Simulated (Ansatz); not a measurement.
Geometry optimisation, RKS B3LYP/STO-3G in Ansatz.

The input (input.yaml):

```yaml
crystal:
  periodic: [false, false, false]
  atoms:
    - { symbol: Si, position_ang: [0.0, 0.0, 0.0] }
    - { symbol: Cl, position_ang: [0.0, 0.0, 2.13] }
    - { symbol: Cl, position_ang: [2.0086, 0.0, -0.7093] }
    - { symbol: O, position_ang: [-0.7913, 1.3709, -0.5594] }
    - { symbol: Si, position_ang: [-2.4002, 1.4263, -1.0396] }
    - { symbol: H, position_ang: [-3.2124, 0.6421, -0.1138] }
    - { symbol: H, position_ang: [-2.862, 2.8114, -1.0378] }
    - { symbol: H, position_ang: [-2.5267, 0.8736, -2.385] }
    - { symbol: Cl, position_ang: [-1.0032, -1.7381, -0.7093] }
basis:
  gaussian: { orbitals: STO-3G }
hamiltonian:
  xc: b3lyp
relax:
  f_tol: 0.02
  max_steps: 40
```

Run as:

```bash
$ ansatz run input.yaml --threads 1 --pin off --max-ram 2048MiB --backend cpu --events-out ev --progress --plain --runs-dir out
```

Question: Where does it end, and by what steps?

Answer: The forces met the threshold. The force dipped under the threshold on the way, but the program's further checks kept it going. Limits of this set-up: minimal basis. After 22 steps the energy has fallen by 0.129 eV; H6 moved furthest, 0.90 Å.

| step | energy less start (eV) | largest force component (eV/Å) | accepted |
| --- | --- | --- | --- |
| 0 | 0.0000 | 1.845 | yes |
| 1 | -0.0875 | 0.893 | yes |
| 2 | -0.1059 | 0.179 | yes |
| 3 | -0.1122 | 0.117 | yes |
| 4 | -0.1142 | 0.067 | yes |
| 5 | -0.1155 | 0.185 | yes |
| 6 | -0.1166 | 0.190 | yes |
| 7 | -0.1223 | 0.020 | yes |
| 8 | -0.1236 | 0.084 | yes |
| 9 | -0.1245 | 0.058 | yes |
| 10 | -0.1257 | 0.034 | yes |
| 11 | -0.1262 | 0.033 | yes |
| 12 | -0.1266 | 0.043 | yes |
| 13 | -0.1255 | 0.127 | no |
| 14 | -0.1273 | 0.036 | yes |
| 15 | -0.1278 | 0.069 | yes |
| 16 | -0.1280 | 0.058 | yes |
| 17 | -0.1283 | 0.025 | yes |
| 18 | -0.1285 | 0.024 | yes |
| 19 | -0.1286 | 0.027 | yes |
| 20 | -0.1287 | 0.024 | yes |
| 21 | -0.1287 | 0.018 | yes |
| 22 | -0.1288 | 0.010 | yes |

```xyz
9
Properties=species:S:1:pos:R:3
Si -0.008 -0.062 -0.140
Cl -0.492 -0.369 1.899
Cl 2.055 0.305 -0.299
O -0.762 1.238 -0.774
Si -2.450 1.473 -0.945
H -3.088 1.406 0.353
H -2.583 2.790 -1.523
H -2.995 0.460 -1.825
Cl -0.465 -1.855 -1.171
```

Time of the run: 86 s on 1 thread of Arm Neoverse V1 (shared host), peak memory 0.15 GiB.
